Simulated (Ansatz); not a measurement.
Geometry optimisation, RKS PBE-D4/6-31G* (Ansatz 0.2.0).

Input file:

```yaml
crystal:
  periodic: [false, false, false]
  atoms:
    - { symbol: Al, position_ang: [0.157998, -0.507853, -0.517541] }
    - { symbol: "N", position_ang: [0.039321, -0.159027, 2.562969] }
    - { symbol: H, position_ang: [-0.836055, -0.053785, 3.08633] }
    - { symbol: H, position_ang: [0.805616, -0.116105, 3.242629] }
    - { symbol: "N", position_ang: [1.692544, 0.006157, -1.266494] }
    - { symbol: H, position_ang: [2.594602, -0.418526, -1.053374] }
    - { symbol: H, position_ang: [1.818905, 0.835656, -1.845358] }
    - { symbol: F, position_ang: [-1.258321, 0.243728, -0.999522] }
    - { symbol: H, position_ang: [0.087935, -1.781313, 0.404643] }
    - { symbol: H, position_ang: [0.038354, -1.12123, 2.157118] }
basis:
  gaussian: { orbitals: "6-31G*" }
hamiltonian:
  xc: pbe
  dispersion: d4
relax:
  f_tol: 0.03
  max_steps: 50
```

Run as:

```bash
$ ansatz run input.yaml --threads 1 --pin off --max-ram 2048MiB --backend cpu --events-out ev --progress --plain --runs-dir out
```

Question: Where does it end, and by what steps?

Answer: It converged. After 12 steps the energy has fallen by 1.057 eV; H4 moved furthest, 1.20 Å. Joined: Al1–N2 (3.10 → 2.07 Å).

```csv
step,energy less start (eV),largest force component (eV/Å),accepted
0,0.0000,0.699,yes
1,-0.1581,1.200,yes
2,-0.3451,1.736,yes
3,-0.6450,0.533,yes
4,-0.8025,1.121,yes
5,-0.9404,0.670,yes
6,-1.0031,0.599,yes
7,-1.0359,0.322,yes
8,-1.0336,0.209,no
9,-1.0513,0.085,yes
10,-1.0554,0.046,yes
11,-1.0570,0.081,yes
12,-1.0575,0.028,yes
```

```xyz
10
Properties=species:S:1:pos:R:3
Al 0.090 -0.702 -0.072
N 0.122 -0.274 1.953
H -0.620 0.380 2.231
H 1.036 0.178 2.099
N 1.687 0.078 -0.512
H 2.351 -0.489 -1.045
H 1.701 1.020 -0.913
F -1.328 0.153 -0.435
H 0.036 -2.313 -0.092
H 0.067 -1.103 2.556
```

Run time: 36 s on 1 thread of Arm Neoverse V1 (shared host), peak memory 0.13 GiB.
